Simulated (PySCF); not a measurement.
## Dipole response of Ar (argon, neutral)

[Ar], closed-shell 1S. Calculation: PySCF 2.14, in aug-cc-pV(T+d)Z; the non-relativistic Hamiltonian (point nucleus). Coupled (time-dependent) response in atomic units; α is the mean over directions.

```json
{"method": "UHF", "mean α (bohr³)": "10.59", "C₆ (like pair)": "61.59", "S(−4)": "23.18"}
{"method": "PBE", "mean α (bohr³)": "11.54", "C₆ (like pair)": "68.43", "S(−4)": "30.20"}
{"method": "PBE0", "mean α (bohr³)": "11.14", "C₆ (like pair)": "65.50", "S(−4)": "27.13"}
{"method": "M06-2X", "mean α (bohr³)": "11.14", "C₆ (like pair)": "64.60", "S(−4)": "27.58"}
{"method": "wB97X", "mean α (bohr³)": "11.30", "C₆ (like pair)": "66.56", "S(−4)": "28.16"}
```

S(−4) is the Cauchy moment in α(ω) = α(0) + S(−4) ω² + …

Reference α: 11.083 ± 0.007 bohr³ (recommended; Schwerdtfeger and Nagle, table of static dipole polarizabilities (2023 update)). Published C₆: 64.20 (Chu and Dalgarno (2004); Tang, Norbeck and Certain (1976)).

α(iu) at UHF:

```csv
u (hartree),α(iu) (bohr³)
0,10.59
0.0500,10.54
0.100,10.37
0.200,9.759
0.300,8.915
0.500,7.070
0.750,5.134
1.00,3.767
1.50,2.194
2.00,1.413
3.00,0.7239
5.00,0.3032
```

A single London oscillator, α(iu) = α/(1 + u²/ω²), gives C₆ = (3/4) ω α². Matching the computed C₆ needs ω = 4 × 61.59 / (3 × 10.59²) = 0.732 hartree.
